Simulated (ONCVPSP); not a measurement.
**What one change does to a pseudopotential (boron (B), ONCV)**

B, optimised norm-conserving Vanderbilt (ONCV), made with ONCVPSP 4.0.1 (PBE, non-relativistic). Core [He], reference 2s2 2p1. Waves: 2s: rc 1.05 bohr, ncon 4, nbas 8, qcut 4.8 1/bohr, 2 projectors, debl 4 Ha; 2p: rc 2.40 bohr, ncon 4, nbas 7, qcut 5.9 1/bohr, 2 projectors, debl 3 Ha. Local part: polynomial inside 0.80 bohr (lpopt 5, dvloc0 0 Ha). Core correction: Teter function, fcfact 2.5, rcfact 1.4.

All-electron outer shells of the reference configuration (PBE, non-relativistic, ld1.x):

```json
{"shell": "1s", "level (eV)": "-180.54", "outermost node (bohr)": "–", "outermost maximum (bohr)": "0.21"}
{"shell": "2s", "level (eV)": "-9.44", "outermost node (bohr)": "0.46", "outermost maximum (bohr)": "1.52"}
{"shell": "2p", "level (eV)": "-3.61", "outermost node (bohr)": "–", "outermost maximum (bohr)": "1.57"}
```

Change: s: rc 1.08.

Cutoffs: the cutoffs (Ha) at which the residual kinetic energy of the hardest occupied pseudo-wave falls to 1 and 0.1 mHa per electron; they do not see the model core or the augmentation charge, which bear on the density cutoff. Errors are all-electron minus pseudo energies relative to the spin-unpolarised reference configuration.

Problem. How do hardness, ghosts and transferability respond?

Solution. The potential gets softer (12 Ha and 74 Ha → 12 Ha and 31 Ha); the errors of the 4 common tests hardly move; neither file shows a bound ghost. A larger radius leaves more room for a smooth pseudo-wave, so fewer plane waves are needed.

| quantity | base | changed |
| --- | --- | --- |
| cutoff, loose | 12 Ha | 12 Ha |
| cutoff, tight | 74 Ha | 31 Ha |
| loose cutoff by channel | s 12 Ha, p 9.8 Ha | s 12 Ha, p 9.8 Ha |
| bound ghosts | none | none |
| GHOST(+) flags under 300 eV | s at 217.4 eV | none |
| error for 2s2 2p0, meV [ΔE 8.22 eV] | +33 | +33 |
| error for 2s1 2p0, meV [ΔE 33.64 eV] | +134 | +134 |
| error for 2s2 2p0.5, meV [ΔE 2.89 eV] | +4.3 | +4.2 |
| error for 2s0 2p3, meV [ΔE 11.71 eV] | -13 | -13 |
| p: phases at 2.43 bohr within 0.05 rad from the reference energy up to (Ha; the scan ends near 5) | 0.9 | 0.9 |
| rms error of d²Exc/dni dnj with the model core, mHa | 1.74 | 1.73 |
